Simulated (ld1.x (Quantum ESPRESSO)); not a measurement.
**Transferability test, ultrasoft potential for Mn**

ld1.x (Quantum ESPRESSO) 7.5 input, shortened:

```
&input
   title='Mn', zed=25., rel=1, dft='PBESOL', iswitch=3,
   config='[Ar] 3d5 4s2 4p0 4f-2'
 /
 &inputp
   pseudotype=3, tm=.true., lloc=-1, rcloc=1.70,
   nlcc=.true., rcore=1.30
 /
8
4S  1  0   2.00   0.00  1.75  2.25  0.0
4S  1  0   0.00   2.10  1.75  2.25  0.0
3P  2  1   6.00   0.00  1.25  1.30  0.0
4P  3  1   0.00   0.00  1.25  1.30  0.0
3D  3  2   5.00   0.00  1.35  1.80  0.0
3D  3  2   0.00   0.15  1.35  1.80  0.0
4F  4  3  -2.00  -0.15  2.15  2.55  0.0
4F  4  3  -2.00   1.55  2.15  2.55  0.0
 &test
   configts(1)='3p6 3d5 4s2 4p0'
 /
```

Energies are relative to the spin-unpolarised reference configuration 3p6 3d5 4s2 4p0; without spin polarisation the order of configurations can differ from experiment. Not all tests gave a result: test run stopped at test 5 of 7 (negative rho). The frozen-core shift is the all-electron ΔE with the core orbitals held at their reference shape minus the fully relaxed ΔE.

```
valence configuration  charge  ΔE all-electron (eV)  error AE − PS (meV)  frozen-core shift (meV)
      3p6 3d5 4s1 4p0      +1                 8.432                 -2.5                     +1.1
      3p6 3d5 4s0 4p0      +2                23.944                  -19                     +3.4
      3p6 3d4 4s0 4p0      +3                56.424                +1269                      +36
      3p6 3d5 4s0 4p2       0                 7.961                 -904                     +1.0
```

A Bessel basis up to 400 Ry misses an occupied level by 0.98 Ry, so cutoffs and ghosts were not judged.
